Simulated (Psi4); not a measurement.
Cl3La (SMILES [Cl][La]([Cl])[Cl]), singlet, geometry from GFN2-xTB (such geometries of metal compounds can be far from the true shape) (core potentials on La).

Input for Psi4:
```
memory 2 GB

molecule {
0 1
  La    0.19334028   -0.19046844   -0.61524174
  Cl   -1.96926279   -0.82209264    0.45709470
  Cl   -0.10301305    2.17690188    0.11512742
  Cl    1.42401726   -0.71617979    1.49064724
}

set basis def2-svp

energy('pbe')
print_variables()
```

Task: What is the computed total energy (PBE/def2-SVP (Psi4))?

Result: -38407.4020 eV

Task: Estimate the dipole moment that PBE/def2-SVP returns for this input.

Result: 7.96 D

Task: What is the computed number of basis functions (PBE/def2-SVP)?

Result: 86
